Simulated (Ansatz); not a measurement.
Frontier orbitals of `NC1=C[SiH2]1`.

Total charge 0; spin multiplicity 1. All single points use the PBE0-D4/def2-TZVP geometry. It is one conformer, not always the lowest. Basis def2-TZVPP, the Gaussian-basis code of Ansatz.

Orbital energies of one run (eV). Highest occupied ones, from the top: -5.57, -6.57, -7.89, -8.21, -9.51, -11.62, -13.00, -13.97, -14.78, -20.48, -24.68, -97.15, -97.15, -97.20. Empty: -0.41, 0.18, 0.44, 1.00, 1.29, 2.12.

Q: Which functional gave them?
A. B97M-V
B. BLYP
C. r2SCAN0
D. PBE0

A: A. HOMO energies: B97M-V -5.57, BLYP -5.14, PBE0 -6.42, r2SCAN0 -6.56 eV.
